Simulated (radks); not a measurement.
Valence configurations of the oxygen ion O+ (all share [He]). Method: scalar-relativistic Kohn-Sham, r2SCAN, spin-polarised, spherical densities, finite nucleus; open shells are filled with parallel spins first; meta-GGA in the generalised Kohn-Sham scheme; Fermi nuclear charge, rms radius 2.6991 fm; computed with a radial shooting solver on a logarithmic mesh with Libxc functionals. Energies are relative to 2s2 2p3; eigenvalues in eV for spin up.

valence      E (eV)  moment (Bohr magnetons)    e(2p)    e(2s)
2s2 2p3       0.000                        3  -27.293  -43.571
2s1.5 2p3.5   8.219                        3  -27.524  -43.884
2s1 2p4      16.143                        3  -27.780  -44.226
2s0.5 2p4.5  27.740                        2  -27.110  -43.490
2p5          37.899                        1  -26.228        -

NIST lists [He] 2s2 2p3 as the ground configuration; this level of theory agrees among the configurations tried. The energies are those of spherical high-spin densities, not of single terms.
